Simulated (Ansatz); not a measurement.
Mulliken charges of FH₃MoN₂O (`[NH]=[Mo](=[NH])([OH])[F]`) from r2SCAN/def2-TZVPP in Ansatz (PBE0-D4/def2-TZVP geometry).

```tsv
atom	x (Å)	y (Å)	z (Å)	charge (e)
N1	-1.054	0.892	0.552	-0.609
Mo2	0.085	0.044	-0.421	1.596
N3	1.636	0.099	0.314	-0.644
O4	-0.432	-1.765	-0.507	-0.523
F5	0.172	0.867	-2.091	-0.415
H6	-1.299	1.447	1.361	0.186
H7	2.317	0.366	1.011	0.182
H8	-1.332	-2.007	-0.274	0.228
```

Question: By hand: the dipole of these point charges (1 e Å = 4.8032 D).

Answer: Σ q r = (-0.245, -0.095, 0.297) e Å, of length 0.397 e Å = 1.91 D.

Question: How does the dipole of the full density compare? (Best estimate.)

Answer: The calculation gave: (-0.198, 0.009, 0.568) e Å, 2.89 D; the point charges give 0.66 times that, at 25° from its direction.

Point charges leave out the atoms' own dipoles, such as those of lone pairs, and Mulliken's split depends on the basis, so the two needn't agree.
